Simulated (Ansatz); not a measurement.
AlH2I (SMILES [AlH2][I]) moved off its minimum; all values from Ansatz (a quantum-chemistry and plane-wave program), cores frozen in correlated methods. Elements past Kr take the def2 small-core potentials, without spin–orbit coupling.
(charge 0, multiplicity 1)
```xyz
4

Al    -1.03215    -1.56666     0.25784
H     -0.49567    -2.60955     1.30581
H     -2.32808    -1.76762    -0.59721
I      0.28332     0.41284    -0.07133
```

Forces at r2SCAN/def2-TZVPP (eV/Å):

| atom | Fx | Fy | Fz |
|---|---|---|---|
| Al1 | -0.313 | -0.722 | 0.155 |
| H2 | -0.038 | -0.047 | 0.036 |
| H3 | -0.127 | -0.010 | -0.055 |
| I4 | 0.478 | 0.778 | -0.136 |

Q: Give the forces (eV/Å), the total energy and the dipole at CCSD(T)/def2-TZVPPD.

A: 
```tsv
atom	Fx	Fy	Fz
Al1	-0.404	-0.863	0.175
H2	-0.056	-0.032	0.015
H3	-0.104	-0.014	-0.033
I4	0.564	0.909	-0.157
```
Energy -540.0580 hartree, dipole 0.64 D.
